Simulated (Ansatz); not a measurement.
Total energies of Sb₃ (the lowest doublet isomer of a short search) from Ansatz at PBE0-D4/def2-TZVP, gas phase (1 Eh = 27.2114 eV = 2625.5 kJ/mol). The reference geometry is relaxed at r2SCAN-D4/def2-SVP.

```xyz
3

Sb   -1.290   -0.814    0.588
Sb    1.018    0.560    1.004
Sb    0.272    0.255   -1.592
```

```tsv
state	geometry	energy (Eh)
charge 0 doublet	reference	-720.85617
charge 1 singlet	reference	-720.60427
charge 0 quartet	relaxed at r2SCAN-D4/def2-SVP	-720.80890
free Sb atom (quartet)	–	-240.22283
```

In the def2 sets Sb takes a core potential; there is no spin–orbit coupling.

Work out the vertical ionisation energy to the singlet.

E(charge 1 singlet) − E(charge 0 doublet) = -720.60427 − (-720.85617) = 0.25190 Eh = 6.85 eV. For comparison, −ε of the highest occupied level of the spin that leaves is 5.23 eV at this level, 1.62 eV less.

Which of the charge 0 states is lowest, and how far above it are the others?

The doublet. quartet: -720.80890 − (-720.85617) = 0.04727 Eh = 124.1 kJ/mol.

What is the binding energy per atom against free atoms?

Atoms: 3 × (-240.22283) = -720.66849 Eh. Binding: -720.66849 − (-720.85617) = 0.18768 Eh = 5.11 eV, or 1.70 eV for each of 3 atoms (no zero-point energy, no counterpoise term).

At PBE0-D4/def2-TZVP the charge 0 doublet is spin-contaminated (final ⟨S²⟩ up to 0.91, 0.75 for a pure state). 

The structure comes from a short search, and lower isomers may exist.
